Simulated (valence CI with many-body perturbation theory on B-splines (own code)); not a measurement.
Results of a calculation; reference values are marked as such.
## Basis-set convergence for Dy XLIV

Level of theory: relativistic CI+MBPT: five valence electrons over a frozen Dirac-Fock core [Ar], a basis of 7 s, 7 p, 8 d, 6 f, 4 g, 1 h functions for each j, with the one-electron correlation potential Σ1, the two-electron term Σ2, the three-electron term Σ3, Breit, model QED; selected CI, second order for the rest, scaled by the run's own slope (own B-spline code, finite nucleus).

No measured spectrum was set against this ion. As an estimate, large intervals hold to a few tenths of a per cent, small ones and those within an open d or f shell to about a per cent. Among the levels kept, up to 550 cm⁻¹ of a level comes from second order outside the variational space, and about a tenth of that is noise between levels of different J, which matters for small intervals. Only levels of the ground parity were solved; by the run's estimate the other parity begins above the list, which can be wrong where configurations are misplaced.

The reference run has the lowest level (3d3/2^4 3d5/2) J=5/2 and an ionisation energy of 3444.84 eV. Its largest variational space holds 19995 state functions.

Levels are named by their leading jj configuration (3d3/2^4 stands for four electrons in 3d with j = 3/2), which in mixed levels can hold well under half, so a name can repeat and another be missing. Letters in brackets count levels of one name in rising energy.

Changed runs:
A. basis 6 s, 6 p, 5 d, 5 f, 1 g
B. basis 5 s, 5 p, 4 d, 4 f

Excitation energies of the reference run in cm⁻¹, and shifts in cm⁻¹:

```
                      Level  Reference      A      B
(3d3/2^3 3d5/2^2) J=5/2 [a]     244896   -222   -419
(3d3/2^3 3d5/2^2) J=7/2 [a]     329705    -12   +383
(3d3/2^3 3d5/2^2) J=3/2 [a]     339919    -33   +289
   (3d3/2^3 3d5/2^2) J=11/2     340704    +33   +396
    (3d3/2^3 3d5/2^2) J=9/2     374697    +37   +695
(3d3/2^3 3d5/2^2) J=5/2 [b]     395638    +38   +840
    (3d3/2^3 3d5/2^2) J=1/2     412252   +1.3   +670
(3d3/2^3 3d5/2^2) J=7/2 [b]     431598   +143  +1120
(3d3/2^3 3d5/2^2) J=3/2 [b]     530471   +207  +1233
(3d3/2^2 3d5/2^3) J=5/2 [a]     570391   -169   -143
(3d3/2^2 3d5/2^3) J=7/2 [a]     625131   -145   +266
   (3d3/2^2 3d5/2^3) J=11/2     630844    -75   +256
     Ionisation energy (eV)    3444.84  -0.11  -0.20
```
